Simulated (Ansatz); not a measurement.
One change: `O=C=CCBr` becomes `CC=C=O`.

Ansatz, PBE0-D4/def2-TZVP geometries, multiplicity 1. Each molecule was computed in one conformer, which needn't be the lowest.

Scalar relativity is left out up to krypton. Spin–orbit coupling is left out; it splits and shifts lone-pair levels of the heavy atoms by tenths of an eV.

```tsv
property	`O=C=CCBr`
LUMO energy (PBE/def2-TZVPP) / eV	-2.59
size of the dipole moment (B3LYP/def2-TZVPP) / D	1.94
zero-point energy (PBE0-D4/def2-TZVP) / kJ/mol	137.9
HOMO–LUMO gap (PBE0/def2-TZVPP) / eV	5.71
HOMO–LUMO gap (B3LYP/def2-TZVPP) / eV	5.23
size of the dipole moment (ωB97M-V/def2-TZVPP) / D	1.91
```

**Question.** What does the change do to each property? (Best estimate.)

**Answer.** Ansatz gave: 
```json
{"property": "LUMO energy (PBE/def2-TZVPP) / eV", "`CC=C=O`": "-1.93", "shift": "0.66"}
{"property": "size of the dipole moment (B3LYP/def2-TZVPP) / D", "`CC=C=O`": "1.85", "shift": "-0.09"}
{"property": "zero-point energy (PBE0-D4/def2-TZVP) / kJ/mol", "`CC=C=O`": "160.7", "shift": "22.8"}
{"property": "HOMO–LUMO gap (PBE0/def2-TZVPP) / eV", "`CC=C=O`": "5.80", "shift": "0.09"}
{"property": "HOMO–LUMO gap (B3LYP/def2-TZVPP) / eV", "`CC=C=O`": "5.31", "shift": "0.08"}
{"property": "size of the dipole moment (ωB97M-V/def2-TZVPP) / D", "`CC=C=O`": "1.79", "shift": "-0.12"}
```

With PBE0 the HOMO rises by 0.59 eV and the LUMO rises by 0.67 eV, so the gap widens by about 0.08 eV. PBE moves the HOMO by 0.65 eV and ωB97M-V by 0.49 eV. Dipoles are sizes alone; their direction can turn.

Positive LUMOs are unbound, so they and the gaps depend on the basis.

B3LYP here is the variant with VWN-RPA as its local correlation; programs differ in this.
